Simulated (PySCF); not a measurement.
²⁹Si chemical shifts

[PySCF 2.14.0 with density-fitted response routines: PBE0/pcSseg-1 with gauge-including orbitals; geometry from GFN2-xTB; averaged over atoms made equivalent by symmetry, fast rotation or ring inversion; relativity neglected; no solvent; a single conformation]

Shieldings were converted by a linear fit to measured shifts: ²⁹Si (scatter 8.9 ppm rms, 25.8 ppm with the 6 outliers that the fit left out vs TMS, solution or neat liquid). Occasional misses reach two or three times the rms, and more in compound classes unlike the fitted ones.

**Question.** Give the ²⁹Si shifts of `C=C(O[SiH2]O)N1CCCC1`, `CN[SiH2]n1cc(Cl)cc1F`, `C[SiH2]c1ncnnc1O[SiH3]`.

**Answer.** 
| compound | environment | δ (ppm) |
| --- | --- | --- |
| C=C(O[SiH2]O)N1CCCC1 | silicon bonded to 2 O, 2 H | -35.6 |
| CN[SiH2]n1cc(Cl)cc1F | silicon bonded to 2 N, 2 H | -40.7 |
| [CH3:1][SiH2:2][c:3]1[n:4][cH:5][n:6][n:7][c:8]1[O:9][SiH3:10] | Si10: silicon bonded to O, 3 H | -37.8 |
| [CH3:1][SiH2:2][c:3]1[n:4][cH:5][n:6][n:7][c:8]1[O:9][SiH3:10] | Si2: silicon bonded to 2 C, 2 H | -49.8 |

**Question.** Match the shifts -4.8, -22.8, -40.2 ppm to `C=C(C)[C@H]1C[SiH2]C1=O`, `C=C/C=C/C=C\O[SiH3]`, `C#C[C@@H]1[SiH2]OC[C@H]1C`.

**Answer.** -4.8: C#C[C@@H]1[SiH2]OC[C@H]1C (silicon bonded to C, O, 2 H, in a 5-membered ring); -22.8: C=C(C)[C@H]1C[SiH2]C1=O (silicon bonded to 2 C, 2 H, in a 4-membered ring); -40.2: C=C/C=C/C=C\O[SiH3] (silicon bonded to O, 3 H).
